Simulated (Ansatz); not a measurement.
Molecule: CSe₂, net charge 1, doublet state. 
Geometry from a B3LYP-D3(BJ)/def2-TZVP (Ansatz, an electronic-structure program) optimisation:
```xyz
3

Se     0.0000     0.0000    -1.6959
C      0.0000     0.0000     0.0000
Se     0.0000     0.0000     1.6959
```
Charge +1, spin multiplicity 2.

Basis-set convergence of Hartree-Fock and CCSD(T) correlation energies (hartree) with Ansatz. Cores are frozen in the correlated levels unless marked. Open shells are spin-unrestricted. Spin-orbit coupling is left out. Frozen are the shells of the preceding noble gas and the d and f shells that filled before the atom's block. No relativistic terms.

The UHF reference is spin-contaminated (<S^2> 0.39 over the pure value in the largest basis). The T1 diagnostic of CCSD in the largest basis is 0.051, which is high, so the coupled-cluster rows are less sure than usual.

```json
[
 {"basis": "aug-cc-pVDZ", "functions": "95", "E(HF)": "-4837.17303", "E(corr, CCSD(T))": "-0.37702"},
 {"basis": "aug-cc-pVTZ", "functions": "164", "E(HF)": "?", "E(corr, CCSD(T))": "?"}
]
```

Task: What belongs in the gaps?

Result: 
- aug-cc-pVTZ, E(HF): -4837.33090
- aug-cc-pVTZ, E(corr, CCSD(T)): -0.45826
